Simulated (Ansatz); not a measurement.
Ge nanocrystals, cubic, H-capped: vertical IE (eV) against size, from Ansatz at PBE0-D4/def2-TZVP, gas phase, singlets. N counts the atoms other than H and halogen caps. The structures are stationary points that may keep the symmetry of their start. Remarks come from the PBE and PBE0 runs and from stability tests at other levels; not every state was tested. HOMO above LUMO (over both spins in singlets and doublets, within one spin in higher multiplets; at PBE or PBE0), or a gap under 0.15 eV within one spin, warns that the state may not be the lowest or that an electron is smeared out.

```
species         geometry   N  N^(−1/3)  vertical IE (eV)                                                                                  remarks
Ge10H16  PBE-D4/def2-SVP  10     0.464              8.83                                gap within one spin near zero at PBE or PBE0 (+1 doublet)
Ge13H20  PBE-D4/def2-SVP  13     0.425              8.31                                                                                        –
Ge14H20  PBE-D4/def2-SVP  14     0.415              8.18                                                                                        –
Ge19H28  PBE-D4/def2-SVP  19     0.375              7.91  gap within one spin near zero at PBE or PBE0 (+1 doublet), HOMO above LUMO (+1 doublet)
```

**Question.** Fit a straight line in N^(−1/3) and predict the value for Ge20H30 (N = 20, PBE-D4/def2-SVP geometry).

**Answer.** With x = N^(−1/3) and y = vertical IE (eV): mean x = 0.4198, mean y = 8.308; Σ(x − x̄)(y − ȳ) = 0.04153, Σ(x − x̄)² = 0.004011; slope b = 10.35, intercept a = ȳ − b·x̄ = 3.963. The residuals of the fitted rows reach 0.08. At x = 0.368 the line gives 3.963 + (10.35 × 0.368) = 7.77; the run gave 7.97, 0.20 more than the line. R² of the fitted rows is 0.96. The intercept, 3.963 eV, is the line's value for infinite size, a rough extrapolation from members this small. Remarks on this member: gap within one spin near zero at PBE or PBE0 (+1 doublet), HOMO above LUMO (+1 doublet).
